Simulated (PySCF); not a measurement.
Molecule: 4-methylene-2,5-cyclohexadiene-1-one, C7H6O.

Cartesian coordinates in Å; atom numbers follow the order of the lines, from 1:
```xyz
14

C     2.2753   -0.0933   -0.2666
C     0.9401   -0.0385   -0.1112
C     0.2273    1.2226   -0.1044
C    -1.1013    1.2830    0.0504
C    -1.9222    0.0789    0.2228
O    -3.1338    0.1285    0.3637
C    -1.1835   -1.1891    0.2128
C     0.1456   -1.2381    0.0572
H     2.8661    0.7984   -0.3913
H     2.8046   -1.0311   -0.2717
H     0.8143    2.1222   -0.2304
H    -1.6301    2.2249    0.0553
H    -1.7739   -2.0851    0.3386
H     0.6710   -2.1837    0.0527
```

Frames of a GFN2-xTB Langevin trajectory at 400 K; GIAO PBE0/pcSseg-1 shieldings in PySCF 2.14.0 with density-fitted response routines, gas phase, non-relativistic; equivalent atoms averaged within each frame.

Shifts are taken against calculated references (same method and geometry level): TMS for 13C (186.93 ppm) and 1H (31.72 ppm); H2O for 17O (336.08 ppm). The references are static minima.

Question: How do the shifts (ppm) fluctuate along the trajectory?

Answer: 
```
         time (fs)     C5  C3/C8     C2  C4/C7     C1     O6  H12/H13  H11/H14  H9/H10
optimised geometry  189.1  144.4  145.7  137.1  138.3  682.3     6.53     7.32    6.11
               250  197.9  145.9  144.3  137.8  136.2  763.2     7.21     7.17    5.77
               425  193.8  144.3  149.4  140.5  143.8  701.4     7.08     7.40    6.61
               625  182.8  153.7  143.5  142.2  129.4  641.7     6.00     7.84    5.76
               800  190.6  144.0  151.4  140.0  139.4  650.5     6.45     7.54    5.94
              1000  187.3  151.9  145.2  145.0  126.9  652.3     6.87     7.72    5.93
    mean of frames  190.5  147.9  146.8  141.1  135.2  681.8     6.72     7.53    6.00
standard deviation    5.8    4.5    3.5    2.7    7.0   51.2     0.50     0.26    0.35
```

5 frames give an uncertainty of the mean of about the standard deviation over 2.2 at best, since frames this close in time may not be independent; classical motion lacks zero-point vibration, and the reference would need the same averaging.
